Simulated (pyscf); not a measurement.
Structures and frequencies: ωB97X-D3(BJ)/def2-SVP in PySCF. MP2 and CC: frozen core, UHF for open shells. ΔMP2 is the change of the MP2 total energy from the triple- to the quadruple-zeta basis. Singlets are restricted, triplets unrestricted.

Singlet (Å):
```xyz
8

C      0.1963     0.8763    -1.1128
C      0.4117     0.3749     0.3219
In     0.3662     2.0840     1.7760
H     -0.7741     1.3926    -1.2269
H      0.9739     1.6001    -1.4169
H      0.2106     0.0669    -1.8651
H     -0.3650    -0.3645     0.5937
H      1.3782    -0.1573     0.4043
```

Triplet (Å):
```xyz
8

C     -1.4954    -0.8256    -1.8014
C     -0.1446    -0.3251    -1.3729
In     0.2146    -0.6313     1.0168
H     -1.6137    -1.9023    -1.6084
H     -1.6287    -0.6652    -2.8894
H     -2.3108    -0.2964    -1.2860
H      0.7324    -0.8864    -1.7225
H      0.0198     0.7606    -1.4017
```

### Question
For these two minima of H₃C–CH₂–In, which spin state lies lower at CCSD(T)/def2-TZVPP + ΔMP2(QZVPP), and by how much (electronic energies)?

### Answer
The singlet, by 1.90 eV. Zero-point energy shifts E(triplet) − E(singlet) by -0.01 eV. Other isomers of H₃C–CH₂–In [singlet] were not searched in full and may lie lower. 

E(triplet) − E(singlet) by level (eV):

```tsv
level	gap
ωB97X-D3(BJ)/def2-TZVP	+1.95
PBE/def2-TZVP	+1.73
r²SCAN/def2-TZVP	+1.60
B3LYP-D3(BJ)/def2-TZVP	+1.76
PBE0-D3(BJ)/def2-TZVP	+1.70
M06-2X/def2-TZVP	+1.72
ωB97M-D3(BJ)/def2-TZVP	+1.89
HF/def2-TZVP	+1.07
MP2/def2-QZVPP	+2.01
CCSD/def2-TZVPP	+1.81
CCSD(T)/def2-TZVPP	+1.85
CCSD(T)/def2-TZVPP + ΔMP2(QZVPP)	+1.90
```

The triplet is the lowest one reached from the SCF start used. The CCSD(T) − MP2 part came from Ansatz, without density fitting, on the same reference. The frozen core leaves the outer d or s,p core shells of the metals and heavy elements correlated in the MP2 and CC values, and def2-TZVPP describes them poorly, which can shift differences by a few kcal/mol. Elements past Kr carry the def2 core potentials, without spin-orbit coupling.
